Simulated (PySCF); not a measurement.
C3H8O2Si, SMILES C[SiH2]OC(C)=O.

Geometry: PBE0-D3(BJ)/def2-SVP. One conformer was computed; it need not be the lowest.

Two levels are set side by side: TDDFT-PBE/def2-SVPD (PySCF) and TDDFT-CAM-B3LYP/def2-SVPD (PySCF). Vertical, same geometry. The lowest singlet is HOMO→LUMO 100 % with PBE and HOMO→LUMO 66 %, HOMO→LUMO+2 22 % with the other functional; states are paired by order. Differences are taken from unrounded values.

```json
[
 {"quantity": "lowest singlet excitation (eV)", "TDDFT-PBE": "5.49"},
 {"quantity": "lowest triplet excitation (TDA) (eV)", "TDDFT-PBE": "5.01"}
]
```

Problem. These are the TDDFT-PBE values. What does TDDFT-CAM-B3LYP give? (Estimate from the structure and the level; the computed values follow.)

Solution. 
```
quantity                              TDDFT-CAM-B3LYP  TDDFT-PBE minus TDDFT-CAM-B3LYP
------------------------------------  ---------------  -------------------------------
lowest singlet excitation (eV)                   5.86                            -0.36
lowest triplet excitation (TDA) (eV)             5.35                            -0.34
```

Functionals without exact exchange tend to place singlet excitations lower, as here. Differences between two approximate levels are no errors against the true value.

Rough cost on one machine, each run with all the roots and properties that it gave: TDDFT-CAM-B3LYP against TDDFT-PBE about 10 times.
